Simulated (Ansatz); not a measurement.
Diatomic BO-, closed-shell singlet (lowest of 2S+1 = 1, 3, 5 at CCSD(T)/def2-TZVPP on PBE0 minima; our sources give no spin for the ground state, which may be another).

Seven points along R, fitted to fifth degree in 1/R; most abundant isotopes. In def2 and cc sets the state is the lowest found near the PBE0 minimum, followed along R. The singlet is held restricted.

Run with Ansatz (Gaussian orbitals). 

Energies at B97M-V/def2-TZVPP:

```
R (Å)       E (hartree)
--------  -------------
1.146158  -100.12794819
1.176969  -100.13544973
1.205315  -100.13910812
1.237358  -100.14014605
1.269401  -100.13848182
1.306374  -100.13386920
1.349509  -100.12566225
```

Task: With a reduced mass of 6.5209 u, find the minimum, the force constant and the constants.

Result: A fifth-degree polynomial in 1/R puts the minimum at r_e = 1.2326 Å with force constant 1180 N/m. Then ω_e = (1/2πc)√(k/μ) = 1752 cm⁻¹ and B_e = h/(8π²cμr_e²) = 1.702 cm⁻¹; the cubic and quartic terms give α_e = 0.016 and ω_e x_e = 11 cm⁻¹.

Ansatz is a quantum-chemistry and plane-wave program.
